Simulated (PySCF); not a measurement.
BH₄N, SMILES NB (connectivity only; charge and spin as stated), charge +1, multiplicity 2. Atoms are numbered in the order given.

```xyz
6

B      0.0000     0.0000    -0.8154
N      0.0000     0.0000     0.6354
H      0.0000    -1.0573    -1.3818
H      0.0000     1.0573    -1.3818
H     -0.8577     0.0000     1.1965
H      0.8577     0.0000     1.1965
```
Charge +1, spin multiplicity 2.

The structure is a stationary point at ωB97X-D3(BJ)/def2-TZVP. The multiplicity is an assumed one; other spin states were not compared.

These are CAM-B3LYP/def2-TZVPD run with PySCF values and carry that method's errors.

Isolated molecule, no solvent.

```yaml
total_energy: -81.63869 hartree
point_group: C2v
"α spin, highest occupied and lowest empty level": -17.41 and -7.21 eV
"β spin, highest occupied and lowest empty level": -18.82 and -10.29 eV
dipole_moment_about_the_centre_of_nuclear_charge: 1.32 D
mean_static_polarisability: 22.4 bohr³ (3.32 Å³)
polarisability_principal_values: 16.6, 19.0, 31.6 bohr³
"⟨S²⟩": 0.756 (pure state 0.75)
```
